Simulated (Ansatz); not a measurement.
`[F][Sn]([F])([F])[c]1ccccc1` + CH₃OH → `C[O][Sn]([F])([F])[F]` + benzene  (ligand exchange at the Sn–C bond)

Computed with Ansatz on PBE0-D4/def2-TZVP structures; ΔE is electronic, products minus reactants. CCSD(T)/CBS adds triple-zeta CCSD(T) − MP2 to the extrapolated MP2 energy (def2 sets, frozen cores). This one scheme is used for every species. def2 core potentials past Kr. For Sn outer-core shells are correlated without core-valence functions, which leaves a few kJ/mol of doubt a bond. Each species was taken in one conformer, which may not be the lowest.

```json
{"species": "`[F][Sn]([F])([F])[c]1ccccc1`", "CCSD(T)/CBS(def2) energy (Eh)": "-744.83678"}
{"species": "CH₃OH", "CCSD(T)/CBS(def2) energy (Eh)": "-115.61712"}
{"species": "`C[O][Sn]([F])([F])[F]`", "CCSD(T)/CBS(def2) energy (Eh)": "-628.53137"}
{"species": "`c1ccccc1`", "CCSD(T)/CBS(def2) energy (Eh)": "-231.92526"}
```

(1) Work out ΔE.

Largest T1 diagnostic among the species: 0.015.

## Answers

(1) ΔE = (-628.53137) + (-231.92526) − (-744.83678) − (-115.61712) = -0.00273 Eh = -1.7 kcal/mol.

In def2-TZVPP, CCSD(T) changes the Hartree–Fock value by +4.1 kcal/mol (the triples alone add +0.4 kcal/mol) and MP2 by +5.1 kcal/mol. Leaving LDA and LC-ωPBE aside and taking each functional with its dispersion term where it has one, the values, not all of them listed here, spread over 3.9 kcal/mol, from B97M-V to PBE0-D4. LDA lies +1.8 kcal/mol from PBE without D4.
